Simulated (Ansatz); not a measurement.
Program: Ansatz. Geometries: PBE0-D4/def2-TZVP. ΔE: electronic, gas phase. CCSD(T)/CBS adds triple-zeta CCSD(T) − MP2 to the extrapolated MP2 energy (def2 sets, frozen cores). Functionals use def2-TZVPP. B3LYP here is the variant with VWN-RPA as its local correlation; programs differ in this. For Ga outer-core shells are correlated without core-valence functions, which leaves a few kJ/mol of doubt a bond. Scalar relativity is left out up to krypton. Each species was taken in one conformer, which may not be the lowest.

Reaction (formal exchange of groups at a C–O bond): `CN[SiH2]OC` + `[BH2][GaH][SiH3]` → `[BH2][GaH][SiH2]C` + `CN[SiH2]O`

| level | ΔE (kcal/mol) | difference from CCSD(T)/CBS |
| --- | --- | --- |
| PBE-D4 | -21.0 | 0.9 |
| B3LYP-D4 | -19.7 | 2.2 |
| ωB97M-V | -21.1 | 0.8 |
| PBE | -21.2 | 0.7 |
| r2SCAN | -21.6 | 0.3 |
| PBE0 | -21.4 | 0.5 |
| HF/def2-TZVPP | -17.9 | 4.0 |
| MP2/def2-TZVPP | -22.8 | -0.9 |
| SCS-MP2/def2-TZVPP | -21.0 | 0.9 |
| CCSD/def2-TZVPP | -20.7 | 1.2 |
| CCSD(T)/def2-TZVPP | -20.9 | 1.0 |
| HF/def2-QZVPP | -17.9 | 4.0 |
| SCS-MP2/def2-QZVPP | -21.5 | 0.4 |
| HF/CBS(def2) | -17.8 | 4.1 |
| MP2/CBS(def2) | -23.7 | -1.8 |
| CCSD/CBS(def2) | -21.6 | 0.3 |
| CCSD(T)/CBS | -21.9 | 0 |

Largest T1 diagnostic among the species: 0.014.

In def2-TZVPP, CCSD(T) changes the Hartree–Fock value by −3.0 kcal/mol (the triples alone add −0.2 kcal/mol) and MP2 by −4.9 kcal/mol.
